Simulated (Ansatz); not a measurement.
Reaction (isomerisation): `[InH2][B]1CO1` → `[InH2][CH]1BO1`

Computed with Ansatz on PBE0-D4/def2-TZVP structures; ΔE is electronic, products minus reactants. CCSD(T)/CBS is the MP2 limit (def2-TZVPP, def2-QZVPP) plus CCSD(T) − MP2 in def2-TZVPP, frozen cores. DFT in def2-TZVPP. B3LYP here is the variant with VWN-RPA as its local correlation; programs differ in this. def2 core potentials past Kr. For In outer-core shells are correlated without core-valence functions, which leaves a few kJ/mol of doubt a bond.

`[InH2][B]1CO1`:

Cartesian coordinates in Å:
```
In -0.872 -0.034 1.760
B 0.293 0.080 -0.139
C 0.585 -0.046 -1.633
O 1.505 0.433 -0.577
H -1.841 1.289 2.295
H -0.886 -1.472 2.714
H 0.904 -0.983 -2.080
H 0.311 0.731 -2.341
```

`[InH2][CH]1BO1`:

Z-matrix (Å, degrees):
```
C
B 1 1.514
O 1 1.539 2 51.4
In 1 2.144 2 125.2 3 98.2
H 1 1.091 2 115.8 3 -95.8
H 2 1.185 1 157.3 3 179.8
H 4 1.721 1 118.4 2 -43.0
H 4 1.724 1 118.3 2 135.2
```

Problem. Is it downhill or uphill in electronic energy at CCSD(T)/CBS, and by how much? (Estimate.)

Solution. Computed: Uphill: ΔE = +23.1 kJ/mol.

Problem. What do these levels give: BHLYP-D4, CAM-B3LYP-D4, ωB97X-V, B2PLYP, B3LYP, HF/def2-TZVPP? (Best estimate.)

Solution. The calculation gave: BHLYP-D4 26.3, CAM-B3LYP-D4 25.2, ωB97X-V 26.3, B2PLYP 23.5, B3LYP 25.3, HF/def2-TZVPP 29.7 kJ/mol.

Problem. What do rigid-rotor, harmonic-oscillator terms from PBE0-D4/def2-TZVP frequencies (298.15 K, 1 bar) make of the CCSD(T)/CBS value? (Best estimate.)

Solution. The calculation gave: ΔZPE = -6.5 kJ/mol, ΔH = +16.4 kJ/mol, ΔS = -3 J/(mol·K), ΔG = +17.2 kJ/mol.

Largest T1 diagnostic among the species: 0.016.

In def2-TZVPP, CCSD(T) changes the Hartree–Fock value by −3.5 kJ/mol (the triples alone add −2.1 kJ/mol) and MP2 by −6.9 kJ/mol. From BLYP to BHLYP (50 % exact exchange), in def2-TZVPP and without D4, ΔE moves by +5.5 kJ/mol.
